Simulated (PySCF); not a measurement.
Species: C3F2NO (charge -1).
Numbering: `[N:1]#[C:2]/[C:3]([F:4])=[C:5](/[O-:6])[F:7]`

Theory: PBE0-D3(BJ)/def2-SVP geometry optimisation, gas phase (PySCF 2.14.0).

List the bond lengths, angles and torsions at this level.

```tsv
bond	length (Å)	order
N1≡C2	1.173	triple
C2–C3	1.396	single
C3–F4	1.372	single
C3=C5	1.398	double
C5–O6	1.210	single
C5–F7	1.387	single
```

Orders are formal, as drawn. A selection of angles:
```tsv
angle	degrees
N1–C2–C3	178.3
C2–C3–F4	116.5
C2–C3–C5	126.3
F4–C3–C5	117.1
C3–C5–O6	131.3
C3–C5–F7	110.6
O6–C5–F7	118.1
```

Dihedral angles: C2–C3–C5–O6 180° (antiperiplanar).

The 7 heavy atoms lie in one plane (0.002 Å rms). C3 (carbon bonded to 2 C and F) is planar (angles 126.3°, 117.1° and 116.5°, sum 360.0°, 0.01 Å off the plane of its three neighbours). C5 (vinylic C–F carbon) is planar (angles 131.3°, 118.1° and 110.6°, sum 360.0°, 0.00 Å off the plane of its three neighbours).

Point group: Cs (every atom within 0.08 Å of its image). Whether it is a minimum is left open (no frequencies). The geometry's basis has no diffuse functions, a weakness for an anion.
